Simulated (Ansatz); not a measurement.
System: CH₄Al, charge 1, multiplicity 1. It need not be the lowest isomer of its formula. 
Structure (B3LYP-D3(BJ)/def2-TZVP (Ansatz, a program for electronic structure) minimum search):
```
C
H 1 1.0932
H 1 1.0932 2 108.94
H 1 1.0932 2 108.94 3 118.73
Al 1 1.9063 2 109.99 3 -120.64
H 5 1.5534 2 155.75 1 180.00
```
Charge +1, spin multiplicity 1.

Property: vertical ionisation energy (to the doublet state of charge +2; each state is the SCF solution reached for its spin; the molecule has degenerate orbitals, so one determinant may break the symmetry), in eV. Valence correlation only, unless marked. UHF or UKS for open shells. No spin-orbit coupling. No relativistic terms. CBS(X,Y): correlation extrapolated as X^-3; Hartree-Fock from the larger set. [CCSD(T)-MP2]/basis is that difference in the basis named.

```tsv
level	program	vertical ionisation energy (eV)
B2PLYP/def2-TZVPD	Ansatz	…
CCSD/aug-cc-pV(D+d)Z	Ansatz	17.48
RI-MP2/CBS(aug-cc-pV(T+d)Z,aug-cc-pV(Q+d)Z)+[CCSD(T)-MP2]/aug-cc-pV(T+d)Z	Ansatz	…
```

Problem. Fill in the missing entries.

Solution. 
- B2PLYP/def2-TZVPD, vertical ionisation energy (eV): 17.46
- RI-MP2/CBS(aug-cc-pV(T+d)Z,aug-cc-pV(Q+d)Z)+[CCSD(T)-MP2]/aug-cc-pV(T+d)Z, vertical ionisation energy (eV): 17.68
